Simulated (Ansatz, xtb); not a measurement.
# Two isomers of C5H8OSi

Structure a: `C=C/C=C(\[SiH3])C=O`, a singlet. Structure b: `C=C([SiH3])/C=C/C=O`, a singlet. Both are isolated molecules in the gas phase, relaxed with PBE0-D3(BJ)/def2-SVP; each stands in its lowest conformer found.

Energies in hartree; the thermal terms are from GFN2-xTB frequencies at re-optimised GFN2-xTB minima (ideal gas, soft modes damped towards free rotors, one conformer each, 298.15 K, 1 atm) and include the zero-point energy:

```
                              a           b
E, CCSD(T)/def2-SVP  −558.493582  −558.489891
    E, MP2/def2-SVP  −558.390289  −558.386407
  E, MP2/def2-TZVPP  −559.009828  −559.007244
  zero-point energy     0.105966     0.105834
       H(298 K) − E     0.116125     0.115904
       G(298 K) − E     0.071958     0.071800
```

Correct the CCSD(T) difference for the basis set by the MP2 change, then work out ΔE, ΔE₀, ΔH and ΔG for a → b in kcal/mol (1 Eh = 627.51 kcal/mol) and the equilibrium ratio [b]/[a].

1. Differences b − a: CCSD(T) +0.003691, MP2 in the small set +0.003882, MP2 in the large set +0.002584 Eh.
2. ΔE = +0.003691 + (+0.002584 − (+0.003882)) = +0.002393 Eh = +1.50 kcal/mol.
3. ΔE₀ = ΔE + ΔZPE = +0.002393 + (−0.000132) Eh = +1.42 kcal/mol.
4. ΔH = ΔE + (−0.000221) Eh = +1.36 kcal/mol.
5. ΔG = ΔE + (−0.000158) Eh = +1.40 kcal/mol, so ΔS = (ΔH − ΔG)/T = −0.6 J/(mol K).
6. kT = 0.9442 mEh, so K = [b]/[a] = exp(−ΔG/kT) = exp(−2.37) ≈ 0.094.

Structure a is favoured at this temperature. An error of 1 kcal/mol in ΔG would change K by a factor of 5.4. HF/STO-3G gave ΔE the other sign. Mirror images and further conformers aren't counted.

As drawn, both hold the same kinds of bond in the same numbers.

Other levels gave ΔE = +2.7 (GFN2-xTB); −0.6 (HF/STO-3G, GFN2-xTB geometries); +2.4 (r2SCAN-D4/def2-SVP, GFN2-xTB geometries); +2.6 (PBE0-D3(BJ)/def2-SVP); +2.0 (HF/def2-SVP); +2.4 (MP2/def2-SVP); +2.3 (CCSD(T)/def2-SVP) kcal/mol. The correlated steps freeze 11 core orbitals. Programs: Ansatz 0.2.0, xtb 6.7.1.
